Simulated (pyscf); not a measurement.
HO–SiH₂–PH–SiH₃ (SMILES O[SiH2]P[SiH3]), singlet

Gas-phase minimum from PySCF at ωB97X-D3(BJ)/def2-SVP, one conformer. HO–SiH₂–PH–SiH₃ lies 18.4 kcal/mol over its isomer H₃Si–O–SiH₂–PH₂ (electronic energy, ωB97M-D3(BJ)/def2-TZVP). 

```
P
H 1 1.4242
Si 1 2.2473 2 96.54
H 3 1.4904 1 110.35 2 85.25
H 3 1.4908 4 109.50 1 -116.89
H 3 1.4915 4 109.10 5 -119.33
Si 1 2.2489 2 95.09 3 -95.35
O 7 1.6675 1 109.27 2 -172.14
H 8 0.9631 7 116.52 1 52.80
H 7 1.4865 8 105.38 9 174.74
H 7 1.4935 10 109.54 8 -121.41
```
Charge 0, spin multiplicity 1.

Properties at ωB97X-D3(BJ)/def2-SVP:

```
Property                                                                                                                                                                                                                                                        Result
---------------------------------------------------------------------------------------------------------------------  -----------------------------------------------------------------------------------------------------------------------------------------------
Harmonic wavenumbers, unscaled                                                                                         41, 95, 148, 177, 279, 457, 471, 496, 554, 633, 668, 734, 784, 840, 895, 910, 941, 950, 966, 976, 2238, 2251, 2261, 2265, 2277, 2448, 3928 cm⁻¹
Zero-point energy                                                                                                                                                                                                                                        42.4 kcal/mol
Rotational symmetry number                                                                                                                                                                                                                                           1
Entropy of this conformer at 298 K and 1 atm, rigid rotor and harmonic oscillator, modes under 100 cm⁻¹ raised to 100                                                                                                                                  359.2 J/(mol K)
Dipole moment                                                                                                                                                                                                                                                   0.74 D
```

Single-point totals, which compare only within one level (frozen core for MP2 and CC):

```json
[
 {"level": "ωB97X-D3(BJ)/def2-TZVP", "total energy (hartree)": "-999.98240"},
 {"level": "PBE/def2-TZVP", "total energy (hartree)": "-999.33293"},
 {"level": "r²SCAN/def2-TZVP", "total energy (hartree)": "-999.76676"},
 {"level": "B3LYP-D3(BJ)/def2-TZVP", "total energy (hartree)": "-999.97073"},
 {"level": "PBE0-D3(BJ)/def2-TZVP", "total energy (hartree)": "-999.43588"},
 {"level": "M06-2X/def2-TZVP", "total energy (hartree)": "-999.78263"},
 {"level": "ωB97M-D3(BJ)/def2-TZVP", "total energy (hartree)": "-1000.02759"},
 {"level": "HF/def2-TZVPP", "total energy (hartree)": "-997.66536"},
 {"level": "MP2/def2-TZVPP", "total energy (hartree)": "-998.31831"},
 {"level": "CCSD/def2-TZVPP", "total energy (hartree)": "-998.37604"},
 {"level": "CCSD(T)/def2-TZVPP", "total energy (hartree)": "-998.40331"}
]
```

The lowest mode is so soft that the shape along it may change with the basis. Soft torsions are taken as harmonic, which can shift the entropy by several J/(mol K). The CCSD(T) − MP2 part came from Ansatz, without density fitting, on the same reference.
